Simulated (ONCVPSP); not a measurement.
## Ni: ONCV pseudisation with LDA (Perdew-Wang 92), non-relativistic reference atom.

```
Element                 : Ni
Generator               : ONCVPSP 4.0.1
Type                    : optimised norm-conserving Vanderbilt (ONCV)
Functional              : LDA (Perdew-Wang 92)
Relativity              : non-relativistic
Frozen core             : [Ne]
Valence charge          : 18
Reference configuration : 3s2 3p6 3d8.5 4s1.5
Partial waves           : 3s+4s: rc 1.05 bohr, ncon 4, nbas 8, qcut 12.9 1/bohr, 3 projectors, debl 3.8 Ha; 3p: rc 1.05 bohr, ncon 3, nbas 8, qcut 10.5 1/bohr, 2 projectors, debl 3.1 Ha; 3d: rc 1.60 bohr, ncon 4, nbas 8, qcut 8.4 1/bohr, 2 projectors, debl 0.4 Ha; f scattering state at 0.26 Ha: rc 1.40 bohr, ncon 4, nbas 7, qcut 7.5 1/bohr, 2 projectors, debl 0.5 Ha
Local potential         : polynomial inside 0.90 bohr (lpopt 5, dvloc0 2 Ha)
Core correction         : Teter function, fcfact 3.25, rcfact 1.35
```

* Cutoffs needed: 56 Ha and 66 Ha (the cutoffs (Ha) at which the residual kinetic energy of the hardest occupied pseudo-wave falls to 1 and 0.1 mHa per electron)
* Ghost test: no bound ghost flagged; GHOST(+) flags only above 600 eV
* Largest excitation error: +20 meV (all-electron minus pseudo) for 3s2 3p6 3d8 4s2, out of 4 test configurations
* rms error of d²Exc/dni dnj: 2.73 mHa without and 1.10 mHa with the model core
